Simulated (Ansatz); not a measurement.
One change: `O=C([SiH3])O[SiH2]F` becomes `C=COC(=O)[SiH3]`.

Ansatz, PBE0-D4/def2-TZVP geometries, multiplicity 1. Each molecule was computed in one conformer, which needn't be the lowest.

```tsv
property	`O=C([SiH3])O[SiH2]F`
LUMO energy (B3LYP/def2-TZVPP) / eV	-1.44
HOMO energy (B3LYP/def2-TZVPP) / eV	-8.04
HOMO–LUMO gap (PBE/def2-TZVPP) / eV	4.49
size of the dipole moment (B3LYP/def2-TZVPP) / D	1.27
size of the dipole moment (PBE/def2-TZVPP) / D	1.12
HOMO energy (PBE/def2-TZVPP) / eV	-6.75
```

Problem. Give the same properties after the change, and the shifts. (Estimate.)

Solution. The calculation gave: 
```
                                        property  `C=COC(=O)[SiH3]`  shift
             LUMO energy (B3LYP/def2-TZVPP) / eV              -1.41   0.03
             HOMO energy (B3LYP/def2-TZVPP) / eV              -7.31   0.73
             HOMO–LUMO gap (PBE/def2-TZVPP) / eV               4.22  -0.27
size of the dipole moment (B3LYP/def2-TZVPP) / D               1.53   0.26
  size of the dipole moment (PBE/def2-TZVPP) / D               1.45   0.33
               HOMO energy (PBE/def2-TZVPP) / eV              -6.42   0.33
```

Dipoles are sizes alone; their direction can turn.

B3LYP here is the variant with VWN-RPA as its local correlation; programs differ in this.
